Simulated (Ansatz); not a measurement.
Cartesian coordinates in Å:
```
C -2.1158 -0.4871 0.0011
O -0.8867 -0.5795 -0.6722
Si 0.5640 -0.3525 0.0855
C 0.7775 1.4355 0.5542
N 1.8638 -0.8208 -0.9155
H -2.1095 -1.0507 0.9430
H -2.8966 -0.9025 -0.6396
H -2.3765 0.5543 0.2258
H 0.5630 -1.2308 1.2906
H -0.0609 1.7845 1.1625
H 1.6949 1.5811 1.1286
H 0.8259 2.0693 -0.3358
H 2.1745 -0.2132 -1.6563
H 1.9825 -1.7875 -1.1720
```

Charge 0, multiplicity 1.

**Question.** List the PBE0/def2-TZVPP orbital energies in eV (the Gaussian-basis code of Ansatz). (Best estimate.)

**Answer.** The calculation gave: Occupied: -1802.56, -522.21, -390.60, -279.23, -277.52, -144.76, -99.45, -99.43, -99.41, -28.07, -23.61, -19.50, -18.94, -14.68, -13.65, -12.85, -12.55, -12.37, -11.32, -11.11, -10.28, -9.24, -8.53, -7.78, -7.56. Lowest empty: 1.05, 1.35, 1.72, 2.39, 2.64, 2.99, 3.31, 3.34.
